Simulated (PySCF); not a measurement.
C2H6ClNSe, SMILES [Se](Cl)N(C)C.

Geometry: B3LYP-D3(BJ)/def2-SVP. Other conformers were not sampled.

Computed with TDDFT-ωB97X/def2-SVPD in PySCF 2.14.0.

Vertical excitations.  State labels are in the subgroup Cs.

```json
[
 {"state": "S1", "symmetry": "A\"", "energy (eV)": "3.02", "λ (nm)": "411", "f": "0.001", "main pairs": "HOMO→LUMO 98 %"},
 {"state": "S2", "symmetry": "A'", "energy (eV)": "5.09", "λ (nm)": "243", "f": "0.106", "main pairs": "HOMO−1→LUMO 77 %, HOMO−2→LUMO 20 %"},
 {"state": "S3", "symmetry": "A\"", "energy (eV)": "5.19", "λ (nm)": "239", "f": "0.000", "main pairs": "HOMO→LUMO+1 81 %"},
 {"state": "S4", "symmetry": "A'", "energy (eV)": "5.41", "λ (nm)": "229", "f": "0.060", "main pairs": "HOMO−2→LUMO 75 %, HOMO−1→LUMO 19 %"},
 {"state": "S5", "symmetry": "A\"", "energy (eV)": "5.84", "λ (nm)": "212", "f": "0.001", "main pairs": "HOMO−3→LUMO 92 %"},
 {"state": "S6", "symmetry": "A'", "energy (eV)": "6.28", "λ (nm)": "197", "f": "0.015", "main pairs": "HOMO−1→LUMO+1 78 %"},
 {"state": "S7", "symmetry": "A\"", "energy (eV)": "6.91", "λ (nm)": "180", "f": "0.054", "main pairs": "HOMO→LUMO+2 75 %, HOMO→LUMO+5 12 %"},
 {"state": "S8", "symmetry": "A'", "energy (eV)": "7.32", "λ (nm)": "169", "f": "0.145", "main pairs": "HOMO−4→LUMO 85 %"},
 {"state": "S9", "symmetry": "A'", "energy (eV)": "7.56", "λ (nm)": "164", "f": "0.006", "main pairs": "HOMO−1→LUMO+2 80 %"},
 {"state": "S10", "symmetry": "A\"", "energy (eV)": "7.77", "λ (nm)": "160", "f": "0.008", "main pairs": "HOMO→LUMO+3 83 %"},
 {"state": "T1", "symmetry": "A\"", "energy (eV)": "2.33", "λ (nm)": "531", "f": "0", "main pairs": "HOMO→LUMO 96 %"},
 {"state": "T2", "symmetry": "A'", "energy (eV)": "3.85", "λ (nm)": "322", "f": "0", "main pairs": "HOMO−1→LUMO 93 %"},
 {"state": "T3", "symmetry": "A\"", "energy (eV)": "4.46", "λ (nm)": "278", "f": "0", "main pairs": "HOMO→LUMO+1 77 %"},
 {"state": "T4", "symmetry": "A'", "energy (eV)": "4.70", "λ (nm)": "264", "f": "0", "main pairs": "HOMO−2→LUMO 94 %"}
]
```
Triplets are in the Tamm–Dancoff approximation, which puts them higher than full response would, so one can lie above its singlet here.
